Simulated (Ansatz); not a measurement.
Ansatz (an electronic-structure program) input (HSE06/def2-TZVPD):

Ansatz 0.2 input:
```yaml
crystal:
  periodic: [false, false, false]
  atoms:
    - {symbol: As, position_ang: [-0.00000000, -0.00000000, -1.10258261]}
    - {symbol: As, position_ang: [0.00000000, 0.00000000, 1.10258261]}
basis:
  gaussian:
    orbitals: def2-TZVPD
hamiltonian:
  xc: {name: HSE06}
total_charge: -1
magnetization: {spin_polarized: true, initial_magnetization: 1}
output: {forces: true}
```

End of the output:

```
44 factors; integrals over basis functions are off by at most 3.6e-5 eV
mean field: 0.73 GiB planned
mean field evaluation 1: about -121668.4023 eV, gradient 1.6e1 eV
mean field evaluation 2: about -121668.3338 eV, gradient 1.7e1 eV
mean field evaluation 4: about -121668.8593 eV, gradient 4.8e-1 eV
mean field evaluation 8: about -121668.8975 eV, gradient 9.6e-3 eV
mean field evaluation 16: about -121668.8975 eV, gradient 4.3e-5 eV
mean field evaluation 32: about -121668.8681 eV, gradient 3.5e-1 eV
mean field -121668.89753277 eV, -4471.2495141885 hartree, gradient 3.5e-6 eV, S^2 0.755004; 3 other end points of the search recorded, 0 dependent functions left out
the calculation of the forces begins
reference -121668.89756139 eV, -4471.2495152404 hartree; 34, 33 occupied and 74, 75 virtual orbitals, 683 factors
Total energy: -121668.89756139 eV, -4471.2495152404 hartree
Atom 0 at    -0.000000    -0.000000    -1.102583 Å, force     0.000000    -0.000000     0.553753 eV/Å
Atom 1 at     0.000000     0.000000     1.102583 Å, force     0.000000    -0.000000    -0.553753 eV/Å
Dipole moment:     0.000000    -0.000000     0.000000 e Å
```
